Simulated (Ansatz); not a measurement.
`[F][InH2]` + HCl → `[Cl][InH2]` + H–F at 500 K and 1 bar (ligand exchange at the In–F bond).

Gas-phase electronic energies from Ansatz, PBE0-D4/def2-TZVP geometries. CBS: MP2 limit from def2 TZ/QZ plus the TZ coupled-cluster correction, frozen cores. This one scheme is used for every species. Elements past krypton have def2 core potentials. For In outer-core shells are correlated without core-valence functions, which leaves a few kJ/mol of doubt a bond.

```csv
species,CCSD(T)/CBS energy (Eh),H − E (kJ/mol),S (J/(mol·K))
`[F][InH2]`,-290.81142,59.1,295.0
HCl,-460.38127,32.5,201.9
`[Cl][InH2]`,-650.81839,58.5,307.0
H–F,-100.39570,39.4,188.7
```

H − E and S are ideal-gas, rigid-rotor, harmonic terms from PBE0-D4/def2-TZVP. 1 Eh = 2625.50 kJ/mol, R = 8.31446 J/(mol·K).

By hand: ΔE, ΔH, ΔS and ΔG.

ΔE = (-650.81839) + (-100.39570) − (-290.81142) − (-460.38127) = -0.02140 Eh = -56.2 kJ/mol. Δ(H − E) = 58.5 + 39.4 − 59.1 − 32.5 = 6.3, so ΔH = -49.9 kJ/mol. ΔS = 307.0 + 188.7 − 295.0 − 201.9 = -1.2 J/(mol·K). ΔG = -49.9 − 500 × (-1.2)/1000 = -49.3 kJ/mol.

By hand: the equilibrium constant, and the temperature at which ΔG would vanish if ΔH and ΔS stayed fixed.

log₁₀ K = −ΔG/(RT ln 10) = 5.2. ΔG = 0 at ΔH/ΔS = 41583 K, far beyond where these terms or the molecules hold.

The number of gas molecules stays the same, so ΔS is small and ΔH decides. A doubt of 5 kJ/mol in ΔE shifts log₁₀ K by 0.5 here. These are equilibria of isolated gas molecules and say nothing of rates. Largest T1 diagnostic: 0.016 (customary marks: 0.02 for closed shells, 0.045 for open ones).
